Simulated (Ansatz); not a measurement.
Nudged elastic band run: AlF3HO

input.yaml

```yaml
crystal:
  periodic: [false, false, false]
  atoms:
    - { symbol: Al, position_ang: [-0.063347, -0.136837, 0.365338] }
    - { symbol: F, position_ang: [0.273016, 1.282801, 1.385905] }
    - { symbol: O, position_ang: [1.16362, -0.677428, -0.615955] }
    - { symbol: H, position_ang: [2.105439, -0.748765, -0.54178] }
    - { symbol: F, position_ang: [-1.614989, -0.163091, -0.156629] }
    - { symbol: F, position_ang: [0.055661, -0.508581, 2.103222] }
magnetization:
  spin_polarized: true
  initial_magnetization: 1
basis:
  gaussian: { orbitals: def2-SVP }
hamiltonian:
  xc: { name: BHLYP }
  dispersion: d4
neb:
  order_check: false
  images: 7
  f_tol: 0.05
  max_iterations: 48
  final_atoms:
    - { symbol: Al, position_ang: [0.04612063, -0.11174423, 0.45950547] }
    - { symbol: F, position_ang: [0.14207112, 1.33701108, 1.48043765] }
    - { symbol: O, position_ang: [1.49383444, -0.55725649, -0.22937243] }
    - { symbol: H, position_ang: [1.71590329, -0.92160655, -1.0757645] }
    - { symbol: F, position_ang: [-1.40777739, -0.23962457, -0.29114095] }
    - { symbol: F, position_ang: [-0.07075208, -0.45868023, 2.19643575] }
  initial_path:
    images:
      - { positions_ang: [[-0.063347, -0.136837, 0.365338], [0.273016, 1.282801, 1.385905], [1.16362, -0.677428, -0.615955], [2.105439, -0.748765, -0.54178], [-1.614989, -0.163091, -0.156629], [0.055661, -0.508581, 2.103222]] }
      - { positions_ang: [[-0.05458904, -0.12581423, 0.27344147], [0.22254319, 1.02860254, 1.51485306], [1.23868175, -0.55841043, -0.70360894], [2.02893027, -0.850063, -0.6469435], [-1.59414588, -0.19785465, -0.30379135], [0.07797971, -0.24836123, 2.40615026]] }
      - { positions_ang: [[-0.04583108, -0.11479146, 0.18154494], [0.17207038, 0.77440408, 1.64380112], [1.3137435, -0.43939287, -0.79126288], [1.95242155, -0.951361, -0.75210701], [-1.57330276, -0.23261829, -0.4509537], [0.10029842, 0.01185855, 2.70907852]] }
      - { positions_ang: [[-0.03707311, -0.10376869, 0.08964842], [0.12159757, 0.52020561, 1.77274919], [1.38880524, -0.3203753, -0.87891682], [1.87591282, -1.05265901, -0.85727051], [-1.55245964, -0.26738194, -0.59811605], [0.12261712, 0.27207832, 3.01200678]] }
      - { positions_ang: [[-0.02831515, -0.09274592, -0.00224811], [0.07112476, 0.26600715, 1.90169725], [1.46386699, -0.20135774, -0.96657076], [1.79940409, -1.15395701, -0.96243402], [-1.53161653, -0.30214558, -0.7452784], [0.14493583, 0.53229809, 3.31493504]] }
      - { positions_ang: [[-0.00970621, -0.0974955, 0.11319029], [0.08886135, 0.53375813, 1.79638235], [1.47135885, -0.29033242, -0.78227118], [1.77852889, -1.09586939, -0.99076664], [-1.50065674, -0.28651533, -0.63174404], [0.09101385, 0.28455351, 3.03531022]] }
      - { positions_ang: [[0.00890274, -0.10224508, 0.22862868], [0.10659794, 0.80150911, 1.69106745], [1.47885071, -0.37930711, -0.5979716], [1.75765369, -1.03778178, -1.01909926], [-1.46969696, -0.27088508, -0.51820967], [0.03709187, 0.03680893, 2.7556854]] }
      - { positions_ang: [[0.02751168, -0.10699465, 0.34406708], [0.12433453, 1.0692601, 1.58575255], [1.48634257, -0.4682818, -0.41367201], [1.73677849, -0.97969417, -1.04743188], [-1.43873717, -0.25525482, -0.40467531], [-0.0168301, -0.21093565, 2.47606057]] }
      - { positions_ang: [[0.04612063, -0.11174423, 0.45950547], [0.14207112, 1.33701108, 1.48043765], [1.49383444, -0.55725649, -0.22937243], [1.71590329, -0.92160655, -1.0757645], [-1.40777739, -0.23962457, -0.29114095], [-0.07075208, -0.45868023, 2.19643575]] }
```

Command:

```bash
$ ansatz run input.yaml --threads 2 --pin off --max-ram 3072MiB --backend cpu --events-out ev --progress --plain --runs-dir out
```

Output, in part (warnings, iteration lines):

```
NEB end point (image 0): max|allowed force component| = 2.668e-2 eV/Å (the criterion of neb.relax_end_points is 1.000e-2)
NEB end point (image 8): max|allowed force component| = 3.844e-3 eV/Å (the criterion of neb.relax_end_points is 1.000e-2)
NEB iter   1: max|band force component| = 2.588e1 eV/Å  barrier→ = 7.6570 eV  barrier← = 7.6783 eV  Δτ_max = 0.1982 Å  (358 SCF iters)
NEB iter   2: max|band force component| = 1.217e1 eV/Å  barrier→ = 2.9514 eV  barrier← = 2.9727 eV  Δτ_max = 0.2000 Å  (360 SCF iters)
NEB iter   3: max|band force component| = 3.507e0 eV/Å  barrier→ = 1.2557 eV  barrier← = 1.2770 eV  Δτ_max = 0.1707 Å  (391 SCF iters)
NEB iter   4: max|band force component| = 2.195e0 eV/Å  barrier→ = 0.9323 eV  barrier← = 0.9536 eV  Δτ_max = 0.1645 Å  (421 SCF iters)
NEB iter   5: max|band force component| = 1.326e0 eV/Å  barrier→ = 0.7343 eV  barrier← = 0.7556 eV  Δτ_max = 0.1948 Å  (480 SCF iters)
NEB iter   6: max|band force component| = 2.535e0 eV/Å  barrier→ = 0.7699 eV  barrier← = 0.7912 eV  Δτ_max = 0.0998 Å  (462 SCF iters)
NEB iter   7: max|band force component| = 4.598e-1 eV/Å  barrier→ = 0.5857 eV  barrier← = 0.6070 eV  CI = image 4  Δτ_max = 0.1176 Å  (597 SCF iters)
NEB iter   8: max|band force component| = 4.467e-1 eV/Å  barrier→ = 0.5750 eV  barrier← = 0.5963 eV  CI = image 4  Δτ_max = 0.1960 Å  (561 SCF iters)
NEB iter   9: max|band force component| = 7.897e-1 eV/Å  barrier→ = 0.5921 eV  barrier← = 0.6134 eV  CI = image 5  Δτ_max = 0.1017 Å  (758 SCF iters)
NEB iter  10: max|band force component| = 2.602e-1 eV/Å  barrier→ = 0.5690 eV  barrier← = 0.5903 eV  CI = image 4  Δτ_max = 0.1986 Å  (669 SCF iters)
NEB iter  11: max|band force component| = 8.165e-1 eV/Å  barrier→ = 0.5797 eV  barrier← = 0.6010 eV  CI = image 2  Δτ_max = 0.0980 Å  (600 SCF iters)
NEB iter  12: max|band force component| = 3.237e-1 eV/Å  barrier→ = 0.5637 eV  barrier← = 0.5850 eV  CI = image 4  Δτ_max = 0.0701 Å  (561 SCF iters)
NEB iter  13: max|band force component| = 3.104e-1 eV/Å  barrier→ = 0.5609 eV  barrier← = 0.5822 eV  CI = image 4  Δτ_max = 0.0905 Å  (628 SCF iters)
NEB iter  14: max|band force component| = 2.218e-1 eV/Å  barrier→ = 0.5589 eV  barrier← = 0.5802 eV  CI = image 4  Δτ_max = 0.0548 Å  (632 SCF iters)
NEB iter  15: max|band force component| = 2.139e-1 eV/Å  barrier→ = 0.5583 eV  barrier← = 0.5796 eV  CI = image 4  Δτ_max = 0.2000 Å  (563 SCF iters)
NEB iter  16: max|band force component| = 5.267e-1 eV/Å  barrier→ = 0.5583 eV  barrier← = 0.5796 eV  CI = image 4  Δτ_max = 0.0965 Å  (583 SCF iters)
NEB iter  17: max|band force component| = 1.839e-1 eV/Å  barrier→ = 0.5580 eV  barrier← = 0.5793 eV  CI = image 4  Δτ_max = 0.2000 Å  (654 SCF iters)
NEB iter  18: max|band force component| = 9.525e-1 eV/Å  barrier→ = 0.5927 eV  barrier← = 0.6140 eV  CI = image 6  Δτ_max = 0.0976 Å  (528 SCF iters)
NEB iter  19: max|band force component| = 2.214e0 eV/Å  barrier→ = 0.6615 eV  barrier← = 0.6828 eV  CI = image 4  Δτ_max = 0.0491 Å  (619 SCF iters)
NEB iter  20: max|band force component| = 1.795e0 eV/Å  barrier→ = 0.6280 eV  barrier← = 0.6493 eV  CI = image 4  Δτ_max = 0.0984 Å  (555 SCF iters)
NEB iter  21: max|band force component| = 9.940e-1 eV/Å  barrier→ = 0.5796 eV  barrier← = 0.6009 eV  CI = image 4  Δτ_max = 0.0935 Å  (604 SCF iters)
NEB iter  22: max|band force component| = 6.392e-1 eV/Å  barrier→ = 0.5698 eV  barrier← = 0.5911 eV  CI = image 4  Δτ_max = 0.0592 Å  (647 SCF iters)
NEB iter  23: max|band force component| = 7.153e-1 eV/Å  barrier→ = 0.5695 eV  barrier← = 0.5908 eV  CI = image 4  Δτ_max = 0.0997 Å  (678 SCF iters)
NEB iter  24: max|band force component| = 8.781e-1 eV/Å  barrier→ = 0.5734 eV  barrier← = 0.5947 eV  CI = image 4  Δτ_max = 0.1209 Å  (605 SCF iters)
NEB iter  25: max|band force component| = 6.503e-1 eV/Å  barrier→ = 0.6007 eV  barrier← = 0.6220 eV  CI = image 4  Δτ_max = 0.0613 Å  (600 SCF iters)
NEB iter  26: max|band force component| = 2.629e-1 eV/Å  barrier→ = 0.5633 eV  barrier← = 0.5845 eV  CI = image 4  Δτ_max = 0.0554 Å  (665 SCF iters)
NEB iter  27: max|band force component| = 8.812e-2 eV/Å  barrier→ = 0.5529 eV  barrier← = 0.5742 eV  CI = image 4  Δτ_max = 0.0221 Å  (586 SCF iters)
NEB iter  28: max|band force component| = 1.012e-1 eV/Å  barrier→ = 0.5518 eV  barrier← = 0.5731 eV  CI = image 4  Δτ_max = 0.0111 Å  (481 SCF iters)
NEB iter  29: max|band force component| = 9.837e-2 eV/Å  barrier→ = 0.5513 eV  barrier← = 0.5726 eV  CI = image 4  Δτ_max = 0.0221 Å  (543 SCF iters)
NEB iter  30: max|band force component| = 8.212e-2 eV/Å  barrier→ = 0.5501 eV  barrier← = 0.5714 eV  CI = image 4  Δτ_max = 0.0296 Å  (516 SCF iters)
NEB iter  31: max|band force component| = 6.277e-2 eV/Å  barrier→ = 0.5484 eV  barrier← = 0.5697 eV  CI = image 4  Δτ_max = 0.0448 Å  (652 SCF iters)
NEB iter  32: max|band force component| = 6.021e-2 eV/Å  barrier→ = 0.5460 eV  barrier← = 0.5673 eV  CI = image 4  Δτ_max = 0.0446 Å  (582 SCF iters)
NEB iter  33: max|band force component| = 7.680e-2 eV/Å  barrier→ = 0.5441 eV  barrier← = 0.5654 eV  CI = image 4  Δτ_max = 0.0223 Å  (455 SCF iters)
NEB iter  34: max|band force component| = 5.875e-2 eV/Å  barrier→ = 0.5419 eV  barrier← = 0.5632 eV  CI = image 4  Δτ_max = 0.0111 Å  (562 SCF iters)
NEB iter  35: max|band force component| = 5.895e-2 eV/Å  barrier→ = 0.5412 eV  barrier← = 0.5624 eV  CI = image 4  Δτ_max = 0.0056 Å  (551 SCF iters)
NEB iter  36: max|band force component| = 5.787e-2 eV/Å  barrier→ = 0.5408 eV  barrier← = 0.5621 eV  CI = image 4  Δτ_max = 0.0056 Å  (444 SCF iters)
NEB iter  37: max|band force component| = 5.582e-2 eV/Å  barrier→ = 0.5404 eV  barrier← = 0.5617 eV  CI = image 4  Δτ_max = 0.0028 Å  (402 SCF iters)
NEB iter  38: max|band force component| = 5.268e-2 eV/Å  barrier→ = 0.5402 eV  barrier← = 0.5615 eV  CI = image 4  Δτ_max = 0.0028 Å  (469 SCF iters)
NEB iter  39: max|band force component| = 4.236e-2 eV/Å  barrier→ = 0.5400 eV  barrier← = 0.5613 eV  CI = image 4  Δτ_max = 0.0000 Å  (1321 SCF iters)
Error: NEB band stopped at iteration 39: every band force meets `neb.f_tol`, and the climbing image, 0.54 eV above the higher end point, is dissociated in a way that neither end point is, and its saddle order is undetermined (no order was read). Sites 0 and 5 (counted from 0) are 2.1 times as far …
```

The run ended with an error. The band forces had met their threshold (the largest was 0.04 eV/Å), but the top image is dissociated in a way that neither end point is, so no saddle is shown and the energies are provisional: over the last iterations the top stayed at 0.54 eV.

Final band:

| image | path coordinate (Å) | energy (kcal/mol) |
| --- | --- | --- |
| 0 | 0.00 | 0.0 |
| 1 | 0.58 | 6.6 |
| 2 | 1.16 | 9.4 |
| 3 | 1.74 | 10.8 |
| 4 | 2.33 | 12.5 |
| 5 | 2.88 | 10.8 |
| 6 | 3.44 | 9.5 |
| 7 | 4.00 | 6.9 |
| 8 | 4.56 | -0.5 |

Run time: 21 min on 2 threads of AMD EPYC 7R43 64-Core Processor (Zen 3), with other jobs on the host, peak memory 0.26 GiB.
